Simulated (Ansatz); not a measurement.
CH8GeOSi can be A, `O[CH2][GeH2][SiH3]`, or B, `[OH][GeH2][CH2][SiH3]`.

Gas-phase electronic energies from Ansatz, PBE0-D4/def2-TZVP geometries. CCSD(T)/CBS is the MP2 limit (def2-TZVPP, def2-QZVPP) plus CCSD(T) − MP2 in def2-TZVPP, frozen cores. DFT in def2-TZVPP. B3LYP here is the variant with VWN-RPA as its local correlation; programs differ in this. For Ge outer-core shells are correlated without core-valence functions, which leaves a few kJ/mol of doubt a bond. Scalar relativity is left out up to krypton. Each species was taken in one conformer, which may not be the lowest.

(1) Which is lower in electronic energy at CCSD(T)/CBS, and by how much? (Best estimate.)

(2) Give E(B) − E(A) in kJ/mol with ωB97M-V, HF/def2-TZVPP, CCSD/def2-TZVPP, MP2/def2-TZVPP, B3LYP-D4, B3LYP, PBE-D4. (An estimate is asked.)

Largest T1 diagnostic: 0.011.

Answers

(1) Computed: B, by 128.2 kJ/mol.

(2) Computed: ωB97M-V -126.3, HF/def2-TZVPP -132.2, CCSD/def2-TZVPP -128.1, MP2/def2-TZVPP -140.6, B3LYP-D4 -118.7, B3LYP -115.3, PBE-D4 -107.4. None reverses the order clearly.

From PBE to PBE0 (25 % exact exchange), in def2-TZVPP and without D4, E(B) − E(A) moves by −6.4 kJ/mol. The D4 term adds −3.5 kJ/mol with B3LYP and −1.8 kJ/mol with PBE0; it sums over pairs of atoms, weighted by their polarisabilities, and B3LYP, whose exchange is more repulsive, gets the larger term.
